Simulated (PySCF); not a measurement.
**Co (cobalt, neutral) across methods**

[Ar] 3d7 4s1 4p1, one real determinant (an excited configuration). Calculation: PySCF 2.14, in x2c-TZVPPall with one added diffuse shell each of s, p, d, f type (7s6p5d3f1g, 80 functions); the spin-free X2C one-electron Hamiltonian (Gaussian nucleus).

```
method  E (hartree)  mean ε 3d β (eV)  mean ε 4s α (eV)  mean ε 4p α (eV)  Σ⟨r²⟩ (bohr²)   ⟨S²⟩
 wB97X    -1393.132           -13.185            -9.989            -4.964          43.29  8.751
  TPSS    -1393.159            -8.570            -7.131            -2.570          42.92  8.751
   LDA    -1390.448            -8.350            -7.318            -2.604          43.17  8.750
  PBE0    -1392.899           -10.600            -8.004            -3.292          43.08  8.751
M06-2X    -1393.116           -12.893            -8.605            -3.881          43.18  8.756
r2SCAN    -1393.102            -8.553            -7.388            -2.735          42.55  8.751
   UHF  -1391.80573           -16.759           -10.193            -5.200          43.85  8.752
   PBE    -1392.881            -8.352            -7.127            -2.570          43.35  8.750
```

Problem. Estimate the same row for r2SCANh.

Solution. E (hartree) = -1393.090; mean ε 3d β (eV) = -9.445; mean ε 4s α (eV) = -7.718; mean ε 4p α (eV) = -2.997; Σ⟨r²⟩ (bohr²) = 42.55; ⟨S²⟩ = 8.751.

⟨L²⟩ = 13.93 against 20 for a pure G term, so this real determinant mixes terms.
